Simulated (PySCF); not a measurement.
Relaxation of quintet CoSI

These are results of PySCF, UPBE0, basis Co def2-SVP, S def2-SVP, I def2-SVP with ECP28 (scalar-relativistic core potentials, no spin–orbit coupling, density fitting), not measurements. A (50,194) grid was used.

A hand-made linear start, of C∞v symmetry, held to at least that symmetry:

```xyz
3
charge 0 multiplicity 5, angstrom
Co    0.0000    0.0000   -1.1325
S     0.0000    0.0000   -3.1025
I     0.0000    0.0000    1.3075
```

Optimiser trace:
| step | E − E(last) (kJ/mol) | largest gradient (Eh/bohr) |
| --- | --- | --- |
| 0 | 4.71 | 0.02791 |
| 1 | 0.44 | 0.00745 |
| 2 | 0.01 | 0.00084 |
| 3 | 0.00 | 0.00029 |
| 4 | 0.00 | 0.00014 |

It ends at C∞v with Co–I 2.464 Å, Co–S 2.036 Å; I–Co–S 180.0° (after a last refinement on a finer grid). A frequency run shows a minimum. Other isomers or separated fragments may lie lower.

Final geometry:
Z-matrix (Å, degrees; charge 0 multiplicity 5):
```
Co
S  1 2.0362
I  1 2.4643 2 180.00
```

With open d or f shells other occupations or spin states may lie lower. With an element this heavy the missing spin–orbit coupling can shift these numbers.
